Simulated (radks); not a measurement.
Task: The hydrogen anion H-, [He], held by a Watson sphere: a shell of charge +1 at radius R that stands for the Madelung well of a crystal (potential energy -1/R inside, -1/r outside, in hartree with lengths in bohr). Calculated with a radial shooting solver on a logarithmic mesh with Libxc functionals: non-relativistic Kohn-Sham, PBE, spin-polarised, spherical densities, point nucleus. Response by self-consistent Sternheimer equations with the Hartree and adiabatic LDA kernel. The sphere does not respond.

R (bohr)  e(1s) (eV)  <r> 1s (bohr)  sum of <r^2> (bohr^2)  X-ray form factor at sin(theta)/lambda = 0.1 1/angstrom  alpha (bohr^3)
2.08          -6.669          1.825                  8.892                                                    1.476           16.33
2.11          -6.606          1.835                  8.990                                                    1.471           16.70
2.14          -6.543          1.844                  9.089                                                    1.467           17.07
2.38          -6.077          1.917                  9.862                                                    1.433           20.20
2.66          -5.598          1.993                  10.74                                                    1.396           24.17
2.88          -5.262          2.048                  11.40                                                    1.371           27.54
3.09          -4.969          2.096                  12.01                                                    1.348           30.94

Estimate the row for R = 3.13 bohr.

Result: e(1s) (eV) -4.915; <r> 1s (bohr) 2.105; sum of <r^2> (bohr^2) 12.13; X-ray form factor at sin(theta)/lambda = 0.1 1/angstrom 1.344; alpha (bohr^3) 31.61.
